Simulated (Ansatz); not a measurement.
An input meant for Be₃ (charge 0, singlet).

```yaml
crystal:
  periodic: [true, true, true]
  atoms:
    - {symbol: Be, position_ang: [1.009253, 0.601623, 0.487842]}
    - {symbol: Be, position_ang: [0.131001, -1.165836, -0.492090]}
    - {symbol: Be, position_ang: [-1.140254, 0.564213, 0.004248]}
basis:
  gaussian: {orbitals: x2c-TZVPPall, final_grid: {core_spheres: 20, valence_spheres: 16, degree: 47}}
hamiltonian: {xc: {name: revPBE}}
scf: {lower_state_search: off}
```

```sh
$ ansatz run in.yaml --threads 4 --pin off --events-out ev --progress --plain --max-ram 3916MiB
```

Shortened log:

```
Error: YAML parse error: error: line 2 column 3: crystal: missing field `lattice` (a structure is typed as `lattice` and `atoms`, a molecule's as `atoms` in Å alone, or read from a run's directory, `checkpoint`)
 --> <input>:2:3
1 | crystal:
2 |   periodic: [true, true, true]
3 |   atoms:
4 |     - {symbol: Be, position_ang: [1.009253, 0.601623, 0.487842]}
```

**Question.** What is wrong with this run?

**Answer.** The species is marked periodic without a cell. The program refused the input.
